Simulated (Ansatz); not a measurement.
One change: `BOCO` becomes `BOCCO`.

Ansatz, PBE0-D4/def2-TZVP geometries, multiplicity 1. Each molecule was computed in one conformer, which needn't be the lowest.

```csv
property,`BOCO`
HOMO–LUMO gap (PBE/def2-TZVPP) / eV,5.66
HOMO–LUMO gap (PBE0/def2-TZVPP) / eV,8.20
HOMO–LUMO gap (ωB97M-V/def2-TZVPP) / eV,12.44
LUMO energy (B3LYP/def2-TZVPP) / eV,-0.72
LUMO energy (ωB97M-V/def2-TZVPP) / eV,1.40
size of the dipole moment (ωB97M-V/def2-TZVPP) / D,1.47
```

Problem. What does the change do to each property? (Estimate.)

Solution. Computed: 
| property | `BOCCO` | shift |
| --- | --- | --- |
| HOMO–LUMO gap (PBE/def2-TZVPP) / eV | 5.11 | -0.55 |
| HOMO–LUMO gap (PBE0/def2-TZVPP) / eV | 7.69 | -0.51 |
| HOMO–LUMO gap (ωB97M-V/def2-TZVPP) / eV | 11.95 | -0.49 |
| LUMO energy (B3LYP/def2-TZVPP) / eV | -0.76 | -0.04 |
| LUMO energy (ωB97M-V/def2-TZVPP) / eV | 1.33 | -0.07 |
| size of the dipole moment (ωB97M-V/def2-TZVPP) / D | 1.60 | 0.13 |

Dipoles are sizes alone; their direction can turn.

B3LYP here is the variant with VWN-RPA as its local correlation; programs differ in this.
